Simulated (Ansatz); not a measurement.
Correlation energies of `[NH2][Hf]([OH])([OH])[F]` by basis set

Cartesian coordinates in Å:
```
N 0.989 1.276 0.464
Hf -0.017 -0.289 -0.363
O -1.803 0.315 -0.737
O 0.147 -1.777 0.843
F 0.810 -0.782 -2.033
H 0.783 2.253 0.310
H 1.772 1.203 1.096
H -2.734 0.385 -0.918
H 0.052 -2.583 1.337
```

Charge 0, multiplicity 1. Correlated methods include outer-core shells of Hf, which these sets cover unevenly. Hf takes the def2 core potential. All single points use the PBE0-D4/def2-TZVP geometry. It is one conformer, not always the lowest. Frozen core, restricted reference, Ansatz 0.2.0.

```
     basis     HF (Eh)  MP2 corr.
  def2-SVP  -353.43641   -0.96349
def2-TZVPP  -353.84259   -1.27541
def2-QZVPP  -353.85810   -1.40508
```

Task: Estimate the CCSD correlation energy and the (T) correction in each basis where they were run (hartree).

Result: 
```
     basis  CCSD corr.       (T)
  def2-SVP    -0.97784  -0.02441
def2-TZVPP    -1.27735  -0.04697
```
